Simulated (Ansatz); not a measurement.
Species: CHF, charge 0, multiplicity 1. 
Geometry from a B3LYP-D3(BJ)/def2-TZVP (Ansatz, a program for electronic structure) optimisation:
```xyz
3

C     -0.5669     0.4516    -0.0174
F      0.5297    -0.2636     0.0165
H     -1.3661    -0.3376    -0.0445
```
Charge 0, spin multiplicity 1.

Wanted: vertical ionisation energy (to the doublet state of charge +1; each state is the SCF solution reached for its spin; for the singlet the Hartree-Fock reference is unstable and T1 is 0.017), in eV. Valence correlation only, unless marked. UHF or UKS for open shells. No spin-orbit coupling. Non-relativistic. CBS marks a two-point X^-3 extrapolation of the correlation energy; Hartree-Fock from the larger set.

```tsv
level	program	vertical ionisation energy (eV)
SCS-MP2/def2-SVPD	Ansatz	10.35
SCS-MP2/def2-TZVPPD	Ansatz	10.52
CCSD/aug-cc-pVDZ	Ansatz	10.46
CCSD/def2-TZVPPD	Ansatz	___
CCSD(T)/CBS(aug-cc-pVTZ,aug-cc-pVQZ)	Ansatz	___
```

Question: Some entries are withheld; supply them.

Answer: 
- CCSD/def2-TZVPPD, vertical ionisation energy (eV): 10.58
- CCSD(T)/CBS(aug-cc-pVTZ,aug-cc-pVQZ), vertical ionisation energy (eV): 10.67
